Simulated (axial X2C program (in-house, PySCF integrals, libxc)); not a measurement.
Low determinants of LiTl at the PBE0 level, two-component

All values were computed with an in-house all-electron X2C program for linear molecules (integrals from PySCF). Two-component (2c) means X2C with spin–orbit coupling and atomic mean-field two-electron Coulomb and Gaunt terms. Basis: Tl dyall-cv3z [12s14p10d7f1g], Li dyall-cv3z [7s8p2d] (cores contracted in-house); Gaussian nuclei, density fitting, unrestricted open shells. Masses: Tl 204.974 u, Li 7.016 u.

Search at 2.895 Å (vertical energies from the lowest determinant):

```json
{"ΔE (eV)": "0.00", "state": "Ω = 0", "electrons beyond evenly filled partner blocks": "none", "electrons in ±ω = 1/2, 3/2, 5/2, 7/2": "48 24 10 2"}
{"ΔE (eV)": "0.45", "state": "Ω = 1", "electrons beyond evenly filled partner blocks": "2 × ω = 1/2", "electrons in ±ω = 1/2, 3/2, 5/2, 7/2": "48 24 10 2"}
{"ΔE (eV)": "0.78", "state": "Ω = 2", "electrons beyond evenly filled partner blocks": "ω = 1/2, ω = 3/2", "electrons in ±ω = 1/2, 3/2, 5/2, 7/2": "47 25 10 2"}
{"ΔE (eV)": "1.02", "state": "Ω = 1", "electrons beyond evenly filled partner blocks": "ω = -1/2, ω = 3/2", "electrons in ±ω = 1/2, 3/2, 5/2, 7/2": "47 25 10 2"}
```

Lowest determinant, Ω = 0 (closed shell): Re = 2.894 Å, ωe = 245.3 cm⁻¹.

The determinant in row 2 of the search, Ω = 1 (⟨Sz⟩ = 0.16, ⟨Lz⟩ = 0.84 at PBE0), was followed along the bond at PBE0; measured from the minimum of the lowest determinant it gives:

Te = 0.445 eV (3587 cm⁻¹), Re = 3.029 Å, ωe = 152.2 cm⁻¹.

Question: Compare the bond of the determinant in row 2 with that of the lowest one.

Answer: At PBE0 its Re is 0.135 Å longer and its force constant, which goes as ωe², is 0.38 times that of the lowest determinant. This determinant mixes spin states, so it has no term energy of its own.

The search compares states at one distance, so a state with another bond length can lie lower; it is not exhaustive and yields mostly the lowest determinant of each block pattern, so other components and higher states of one pattern are missing. These are energies of single determinants, not of spin-adapted states; PBE0 term energies can be off by some tenths of an eV, and the functional has no current term. Open-shell Ω = 0 determinants with evenly filled partner blocks cannot be reached by this program, so the Ω shown need not be the lowest component. The lowest determinant need not be the ground state where others lie within half an eV. Where ⟨Sz⟩ is far from a half-integer, Re and ωe of a determinant are not those of a level.
